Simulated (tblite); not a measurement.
Species: CF2Cl-CCl3, C2Cl4F2.
SMILES with atom numbers: `[F:1][C:2]([F:3])([Cl:4])[C:5]([Cl:6])([Cl:7])[Cl:8]`

Calculated harmonic vibrations of the isolated species, GFN2-xTB (tblite), most abundant isotopes, no scaling. Against measured fundamentals such values can be off by several per cent, at times by over 20.

Harmonic wavenumbers (cm⁻¹): 53.5, 124.5, 140.1, 196.5, 222.2, 224.8, 288.1, 291.7, 380.1, 404.8, 405.0, 562.5, 674.5, 726.9, 761.0, 925.5, 1066.8, 1096.4.

A = 1231, B = 927.8, C = 880.7 MHz; mass 201.872 u (most abundant isotopes); point group Cs, symmetry number 1.

Problem. Zero-point energy?

Solution. Half the sum of the wavenumbers: 4272 cm⁻¹ = 12.22 kcal/mol.

Problem. What is S at 500 K and 1 bar for an ideal gas of classical rigid rotors and harmonic oscillators?

Solution. Translation 44.41, rotation 31.69, vibration 37.91: S = 114.0 cal/(mol K).

Problem. And Cp and H(500 K) − H(0)?

Solution. Cp = 37.57 cal/(mol K), of which vibrations give 29.62 (their classical limit is 18 R = 35.8); H(500 K) − H(0) = 13.33 kcal/mol without the zero-point energy, 9.35 from vibrations.

Problem. Blend soft modes into free rotors: weight 1/[1 + (100 cm⁻¹/ν̃)⁴] for the oscillator and the rest for a rotor with moment μB/(μ + B), μ = h/(8π²ν), B = 10⁻⁴⁴ kg m². What vibrational entropy results?

Solution. 35.85 cal/(mol K) in place of 37.91, which changes −T·S at 500 K by +1.03 kcal/mol.

Problem. How do the functions run with temperature in this model?

Solution. 
```csv
T (K),S (cal/(mol K)),Cp (cal/(mol K)),H − H(0) (kcal/mol),G − H(0) (kcal/mol),ln q(vib)
100,69.5,17.5,1.19,-5.76,1.13
200,84.5,26.2,3.41,-13.50,3.33
300,96.2,31.7,6.32,-22.55,5.58
800,132.5,40.9,25.19,-80.84,14.68
1000,141.8,41.8,33.47,-108.30,17.43
```

q(vib) and H(0) count from the zero-point level.

Problem. Which modes carry the vibrational entropy at 500 K?

Solution. 53.5 cm⁻¹: 5.71; 124.5 cm⁻¹: 4.04; 140.1 cm⁻¹: 3.81; 196.5 cm⁻¹: 3.15; 222.2 cm⁻¹: 2.91; 224.8 cm⁻¹: 2.89 cal/(mol K); the other 12 give 15.42 together.

Hindered rotation and anharmonicity are outside this model.

Hardware: one thread, x86-64 server, no GPU, shared host. The figure is for the frequency step alone.

Shape of the structure used: `[F:1][C:2]([F:3])([Cl:4])[C:5]([Cl:6])([Cl:7])[Cl:8]`: F1–C2–C5–Cl6 -59°.
